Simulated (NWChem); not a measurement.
# CH$_{3}$BeBr; SMILES [CH3][Be][Br]

```xyz
6

Be    -0.0001    -1.1238     0.0005
Br     0.0009     0.8446     0.0002
C     -0.0004    -2.7928    -0.0010
H     -0.7651    -3.2049    -0.6824
H     -0.2074    -3.2080     1.0008
H      0.9714    -3.2054    -0.3239
```
Atoms are numbered in this order, from 1.

Coordinates come from a PBE0/def2-SVP optimisation.

Q: List the 4 lowest vertical singlet excitations from CAM-B3LYP/def2-SVPD, TDA (NWChem).

A: 
```tsv
state	energy (eV)	oscillator strength	leading excitation (squared amplitude)
S1	7.19	0.000	HOMO → LUMO+1 (0.43)
S2	7.27	0.000	HOMO−1 → LUMO+1 (0.43)
S3	7.27	0.000	HOMO−1 → LUMO+2 (0.44)
S4	7.47	0.001	HOMO−2 → LUMO+1 (0.56)
```
